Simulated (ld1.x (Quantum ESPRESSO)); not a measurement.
boron: from the effect back to the setting (RRKJ)

Base potential:

```
Element                 : B (Z = 5)
Generator               : ld1.x (Quantum ESPRESSO) 7.5
Type                    : norm-conserving RRKJ (Kleinman–Bylander form)
Functional              : PBE
Relativity              : scalar-relativistic
Frozen core             : [He]
Valence charge          : 3
Reference configuration : 2s1.75 2p1.25
Partial waves           : 2s (bound): rc 1.20 bohr; 2p (bound): rc 2.75 bohr
Local potential         : the p channel
Core correction         : Bessel-smoothed model core inside 0.90 bohr
```

Cutoffs, loose and tight: the cutoffs (Ry, on a coarse ladder) from which the occupation-weighted sum of valence levels, in a spherical-Bessel basis at the reference potential, stays within 10 and 1 mRy of its value at 400 Ry. They do not see the model core or the augmentation charge, which bear on the density cutoff. Test errors are all-electron minus pseudo excitation energies from the reference, over the configurations 2s2 2p1; 2s2 2p0; 2s1 2p0; 2s1 2p2; 2s1 2p1; 2s0 2p3; 2s2 2p0.5; variants that change the core or the reference have their own tests.

Only the p radius is moved:

| p radius (bohr) | cutoff, loose | cutoff, tight | bound ghosts | largest test error (meV) | median size of the test errors |
| --- | --- | --- | --- | --- | --- |
| 1.8 | 30 Ry | 40 Ry | none | +89 | 2.7 meV |
| 2.44 | 25 Ry | 40 Ry | none | +171 | 16.0 meV |
| 2.7 | 25 Ry | 40 Ry | none | +228 | 25.1 meV |
| 3.1 | 25 Ry | 40 Ry | none | +370 | 41.8 meV |
| 4.12 | 25 Ry | 40 Ry | none | +904 | 65.4 meV |

One more run gave cutoff, loose: 25 Ry; cutoff, tight: 40 Ry; bound ghosts: none; largest test error (meV): +611; median size of the test errors: 58.0 meV. Which value of the p radius was used?

3.62 bohr. The median size of the test errors moves one way along this sweep, from 2.7 meV at 1.8 to 65.4 meV at 4.12 bohr, which places the run between 3.1 and 4.12 bohr.
